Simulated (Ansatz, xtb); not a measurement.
# C3H8BNSi: which of two structures lies lower

We compare X, a singlet given by its coordinates, with Y, `B[Si](C)(C)C#N`, a singlet. Both are isolated molecules in the gas phase, relaxed with r2SCAN-D4/def2-SVP; the shapes shown needn't be the lowest conformers.

X (Å):

```csv
atom,x (Å),y (Å),z (Å)
C,0.3325,-0.3189,2.6184
C,0.9366,-1.6273,2.5662
C,0.5428,-0.8473,-0.4709
B,-1.1291,-0.1982,3.1258
N,1.4148,-2.6879,2.4954
Si,-0.1805,0.2793,0.8278
H,-1.8522,-1.1618,3.1476
H,-1.5440,0.8941,3.4300
H,1.0317,0.4437,2.9983
H,-1.6809,0.2357,0.8059
H,0.2407,1.7025,0.7097
H,0.2252,-0.5314,-1.4769
H,0.2140,-1.8848,-0.3058
H,1.6429,-0.8334,-0.4273
```

Close contacts (Å): C1–C2 1.44, C1–B4 1.55, C1–Si6 1.96, C2–N5 1.17, C3–Si6 1.87, B4–Si6 2.53, C1–H9 1.10, C3–H12 1.10, C3–H13 1.10, C3–H14 1.10, B4–H7 1.20, B4–H8 1.21, Si6–H10 1.50, Si6–H11 1.49.

Y (Å):

```yaml
atoms:
  - { symbol: C, position_ang: [-1.0308, -1.6513, -0.4846] }
  - { symbol: C, position_ang: [-0.6854, 1.4073, -0.8690] }
  - { symbol: C, position_ang: [-0.2064, 0.1163, 1.8060] }
  - { symbol: B, position_ang: [-3.2275, 0.3346, 0.7749] }
  - { symbol: N, position_ang: [0.4686, 0.1591, 2.7557] }
  - { symbol: Si, position_ang: [-1.2967, 0.0479, 0.2833] }
  - { symbol: H, position_ang: [-3.6174, 0.5425, 1.8970] }
  - { symbol: H, position_ang: [-4.0544, 0.3014, -0.1082] }
  - { symbol: H, position_ang: [-1.3318, -2.4614, 0.1973] }
  - { symbol: H, position_ang: [0.0338, -1.7928, -0.7310] }
  - { symbol: H, position_ang: [-1.6177, -1.7455, -1.4124] }
  - { symbol: H, position_ang: [0.3771, 1.2457, -1.1128] }
  - { symbol: H, position_ang: [-0.7812, 2.4050, -0.4139] }
  - { symbol: H, position_ang: [-1.2622, 1.3991, -1.8077] }
```

Quicker runs give these differences E(Y) − E(X): GFN2-xTB +25.5 kcal/mol; HF/STO-3G −10.9 kcal/mol (at GFN2-xTB geometries); r2SCAN-D4/def2-SVP//GFN2-xTB +1.6 kcal/mol.

Which of the two would you expect CCSD(T)/def2-SVP + ΔMP2/def2-TZVPP electronic energies to favour?

Not settled: CCSD(T)/def2-SVP + ΔMP2/def2-TZVPP gives E(Y) − E(X) = −2.3 kcal/mol, but this leans on the basis-set step: CCSD(T) alone gives −0.5 kcal/mol.

The same difference at several levels:

```json
{"level": "GFN2-xTB", "geometry": "GFN2-xTB", "E(Y) − E(X) (kcal/mol)": "+25.5", "departure from the last row (kcal/mol)": "+27.8", "job, with rough time for the two": "optimisation, 0.37 s"}
{"level": "HF/STO-3G", "geometry": "GFN2-xTB", "E(Y) − E(X) (kcal/mol)": "−10.9", "departure from the last row (kcal/mol)": "−8.6", "job, with rough time for the two": "single point, 0.78 s"}
{"level": "r2SCAN-D4/def2-SVP//GFN2-xTB", "geometry": "GFN2-xTB", "E(Y) − E(X) (kcal/mol)": "+1.6", "departure from the last row (kcal/mol)": "+3.9", "job, with rough time for the two": "single point, 6.4 s"}
{"level": "r2SCAN-D4/def2-SVP", "geometry": "r2SCAN-D4/def2-SVP", "E(Y) − E(X) (kcal/mol)": "+1.2", "departure from the last row (kcal/mol)": "+3.5", "job, with rough time for the two": "optimisation, 2.4 min"}
{"level": "HF/def2-SVP", "geometry": "r2SCAN-D4/def2-SVP", "E(Y) − E(X) (kcal/mol)": "−4.3", "departure from the last row (kcal/mol)": "−2.0", "job, with rough time for the two": "part of the CCSD(T) run"}
{"level": "MP2/def2-SVP", "geometry": "r2SCAN-D4/def2-SVP", "E(Y) − E(X) (kcal/mol)": "+0.5", "departure from the last row (kcal/mol)": "+2.8", "job, with rough time for the two": "part of the CCSD(T) run"}
{"level": "CCSD(T)/def2-SVP", "geometry": "r2SCAN-D4/def2-SVP", "E(Y) − E(X) (kcal/mol)": "−0.5", "departure from the last row (kcal/mol)": "+1.8", "job, with rough time for the two": "single point"}
{"level": "CCSD(T)/def2-SVP + ΔMP2/def2-TZVPP", "geometry": "r2SCAN-D4/def2-SVP", "E(Y) − E(X) (kcal/mol)": "−2.3", "departure from the last row (kcal/mol)": "", "job, with rough time for the two": "single point, 94 s"}
```

GFN2-xTB, r2SCAN-D4/def2-SVP//GFN2-xTB, r2SCAN-D4/def2-SVP put the two in the other order. MP2/def2-SVP finds them nearly level. The largest departure from CCSD(T)/def2-SVP + ΔMP2/def2-TZVPP is that of GFN2-xTB, 27.8 kcal/mol. The last row adds to CCSD(T) the change of the MP2 difference between the two basis sets, here −1.8 kcal/mol.

With thermal terms from frequencies at re-optimised GFN2-xTB minima (ideal gas, soft modes damped towards free rotors, one conformer each, 298.15 K, 1 atm): on the last row, ΔE + ΔZPE = −0.4, ΔH = +0.4, ΔG = −1.6 kcal/mol.

The correlated steps freeze 10 core orbitals. Run with Ansatz 0.2.0, xtb 6.7.1; the last row on 2 threads of AMD EPYC 7R43 64-Core Processor (Zen 3) on a shared host.
